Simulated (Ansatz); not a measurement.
Start from `[CH3][Mo]([CH3])(=[O])=[O]` and change one element to get `[CH3][W]([CH3])(=[O])=[O]`.

Ansatz, PBE0-D4/def2-TZVP geometries, multiplicity 1. 

Elements past krypton have def2 core potentials.

```csv
property,`[CH3][Mo]([CH3])(=[O])=[O]`
size of the dipole moment (B3LYP/def2-TZVPP) / D,3.41
HOMO–LUMO gap (PBE/def2-TZVPP) / eV,3.74
"ideal-gas entropy at 298 K and 1 bar (rigid rotor, harmonic PBE0-D4/def2-TZVP) / J/(mol·K)",363
HOMO energy (B3LYP/def2-TZVPP) / eV,-8.38
size of the dipole moment (ωB97M-V/def2-TZVPP) / D,3.40
HOMO–LUMO gap (ωB97M-V/def2-TZVPP) / eV,10.31
```

**Question.** What does the change do to each property? (Estimate.)

**Answer.** Computed: 
```json
{"property": "size of the dipole moment (B3LYP/def2-TZVPP) / D", "`[CH3][W]([CH3])(=[O])=[O]`": "3.79", "shift": "0.38"}
{"property": "HOMO–LUMO gap (PBE/def2-TZVPP) / eV", "`[CH3][W]([CH3])(=[O])=[O]`": "4.08", "shift": "0.34"}
{"property": "ideal-gas entropy at 298 K and 1 bar (rigid rotor, harmonic PBE0-D4/def2-TZVP) / J/(mol·K)", "`[CH3][W]([CH3])(=[O])=[O]`": "369", "shift": "6"}
{"property": "HOMO energy (B3LYP/def2-TZVPP) / eV", "`[CH3][W]([CH3])(=[O])=[O]`": "-8.46", "shift": "-0.08"}
{"property": "size of the dipole moment (ωB97M-V/def2-TZVPP) / D", "`[CH3][W]([CH3])(=[O])=[O]`": "3.81", "shift": "0.41"}
{"property": "HOMO–LUMO gap (ωB97M-V/def2-TZVPP) / eV", "`[CH3][W]([CH3])(=[O])=[O]`": "10.70", "shift": "0.39"}
```

With PBE0 the HOMO falls by 0.09 eV and the LUMO rises by 0.34 eV, so the gap widens by about 0.43 eV. PBE moves the HOMO by -0.01 eV and ωB97M-V by -0.10 eV. Dipoles are sizes alone; their direction can turn.

B3LYP here is the variant with VWN-RPA as its local correlation; programs differ in this.
